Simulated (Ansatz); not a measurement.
Mulliken charges of C2H6GeO (`C=[C](O)[GeH3]`) from B3LYP/def2-TZVPP in Ansatz (PBE0-D4/def2-TZVP geometry).

| atom | x (Å) | y (Å) | z (Å) | charge (e) |
| --- | --- | --- | --- | --- |
| C1 | -0.989 | 1.132 | -0.639 | -0.275 |
| C2 | -0.020 | 0.225 | -0.564 | 0.107 |
| O3 | 0.728 | -0.051 | -1.672 | -0.273 |
| Ge4 | 0.356 | -0.723 | 1.103 | 0.061 |
| H5 | -1.196 | 1.657 | -1.566 | 0.099 |
| H6 | -1.592 | 1.364 | 0.228 | 0.101 |
| H7 | 1.390 | -0.718 | -1.478 | 0.194 |
| H8 | 0.196 | -2.238 | 0.880 | -0.007 |
| H9 | -0.607 | -0.235 | 2.189 | 0.001 |
| H10 | 1.816 | -0.465 | 1.521 | -0.007 |

**Question.** By hand: the dipole of these point charges (1 e Å = 4.8032 D).

**Answer.** Σ q r = (0.069, -0.136, 0.206) e Å, of length 0.256 e Å = 1.23 D.

**Question.** How does the dipole of the full density compare? (An estimate is asked.)

**Answer.** Computed: (0.134, -0.179, 0.162) e Å, 1.33 D; the point charges give 0.92 times that, at 19° from its direction.

Point charges leave out the atoms' own dipoles, such as those of lone pairs, and Mulliken's split depends on the basis, so the two needn't agree.

B3LYP here is the variant with VWN-RPA as its local correlation; programs differ in this.
